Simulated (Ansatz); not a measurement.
Cartesian coordinates (Å):
```xyz
7

W      0.0000     0.0000     0.0000
Cl     0.5382    -1.8315    -1.3056
Cl    -1.0580    -1.3908     1.5149
Cl    -1.9846     0.2450    -1.1617
Cl     1.0580     1.3908    -1.5149
Cl     1.9846    -0.2450     1.1617
Cl    -0.5382     1.8315     1.3056
```
Charge 0, spin multiplicity 1.

Computed with Ansatz (a program for electronic structure) with frozen-core CCSD(T)/def2-TZVPP // r2SCAN-D4/def2-SVP.

```yaml
HF energy: -2823.63019 Ha
MP2 correlation energy: -1.69026 Ha
```

### Question
Estimate the CCSD correlation energy, the (T) correction, the total energy and the T1 diagnostic.

### Answer

- CCSD correlation energy = -1.69716 Ha
- (T) correction = -0.10650 Ha
- CCSD(T) total energy = -2825.43385 Ha
- T1 diagnostic = 0.025
